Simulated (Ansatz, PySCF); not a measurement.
C5H4O. Atoms are numbered in the order given.

```xyz
10

O      0.0000     0.0000     2.0264
C      0.0000     0.0000     0.8219
C      0.0000     1.2023    -0.0851
C      0.0000     0.7478    -1.3464
C      0.0000    -0.7478    -1.3464
C      0.0000    -1.2023    -0.0851
H      0.0000     2.2299     0.2746
H      0.0000     1.3492    -2.2570
H      0.0000    -1.3492    -2.2570
H      0.0000    -2.2299     0.2746
```
Charge 0, spin multiplicity 1.

The structure is a stationary point at PBE0-D3(BJ)/def2-SVP.

Vertical ionisation energy (IE) and electron affinity (EA) in eV. Rows of orbital energies are one-electron estimates. Where ΔSCF, EOM or ADC give a negative EA the extra electron is unbound and the value depends on the basis.

```csv
level,IE,EA
"−ε(HOMO), −ε(LUMO), B3LYP/def2-TZVP (PySCF)",6.95,3.10
"−ε(HOMO), −ε(LUMO), PBE/def2-TZVP (PySCF)",6.01,3.86
"ΔSCF, CAM-B3LYP/def2-SVPD (Ansatz), final states of multiplicity 2 and 2",[?],[?]
"ΔSCF, PBE/def2-SVPD (Ansatz), final states of multiplicity 2 and 2",9.25,0.98
```

Complete the blanks. (Estimate from the structure and the level; the computed values follow.)


- ΔSCF, CAM-B3LYP/def2-SVPD (Ansatz, a program for electronic structure), final states of multiplicity 2 and 2, IE: 9.42
- ΔSCF, CAM-B3LYP/def2-SVPD (Ansatz), final states of multiplicity 2 and 2, EA: 0.98

What vertical singlet–triplet gap does ΔSCF give with CAM-B3LYP/def2-SVPD (Ansatz) and with PBE/def2-SVPD (Ansatz)? (An estimate is asked for; the answer gives what the named calculation found.)

2.06 and 1.88 eV (triplet above singlet where positive).
